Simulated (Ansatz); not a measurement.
```xyz
9

C     0.222   -1.628    0.216
S    -1.373   -0.824    0.419
S    -0.869    0.946    1.348
Ga   -0.081    2.123   -0.333
F     0.295    1.177   -1.765
H     0.001   -2.626   -0.171
H     0.737   -1.719    1.172
H     0.830   -1.089   -0.510
H     0.237    3.640   -0.376
```

Total charge 0; spin multiplicity 1.

Task: List the PBE0/def2-TZVPP orbital energies in eV (the Gaussian-basis code of Ansatz). (Best estimate.)

Result: Computed: Occupied: -10147.99, -2423.11, -2423.08, -1253.80, -1109.99, -1109.88, -1109.87, -672.72, -279.01, -218.36, -218.35, -162.24, -162.21, -162.12, -162.09, -162.01, -161.94, -152.16, -105.17, -104.91, -104.88, -31.62, -24.29, -24.17, -24.11, -24.06, -23.93, -22.79, -20.12, -17.01, -13.41, -12.49, -12.40, -11.48, -11.15, -11.02, -10.59, -9.52, -9.46, -7.82, -6.64. Lowest empty: -1.43, -0.96, -0.55, 1.06, 1.30, 2.14, 2.85, 3.26.
